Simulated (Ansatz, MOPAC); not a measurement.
Molecule: InF, charge 0, multiplicity 1. SMILES: [F][In]

Atoms: In1, F2. Bonds: In1-F2.

Bond lengths (Å) and angles (degrees) optimised at PM7 with MOPAC; HF/6-31G* with LANL2DZ past Ar with Ansatz (a first-principles code); B3LYP/LANL2DZ with Ansatz; MP2/6-31G* with LANL2DZ past Ar with Ansatz, each started from the B3LYP-D3(BJ)/def2-TZVP structure (Ansatz) of the last column. A row stands for all coordinates that are equal there. 6-31G* holds six Cartesian d functions.

```
coordinate    PM7  HF/6-31G* with LANL2DZ past Ar  B3LYP/LANL2DZ  MP2/6-31G* with LANL2DZ past Ar  B3LYP-D3(BJ)/def2-TZVP
----------  -----  ------------------------------  -------------  -------------------------------  ----------------------
In1-F2      1.927                           1.832          1.913                            1.853                   2.011
```

Mean signed difference of all 1 bond lengths from B3LYP-D3(BJ)/def2-TZVP: PM7 -0.084 Å, HF/6-31G* with LANL2DZ past Ar -0.179 Å, B3LYP/LANL2DZ -0.098 Å, MP2/6-31G* with LANL2DZ past Ar -0.158 Å.
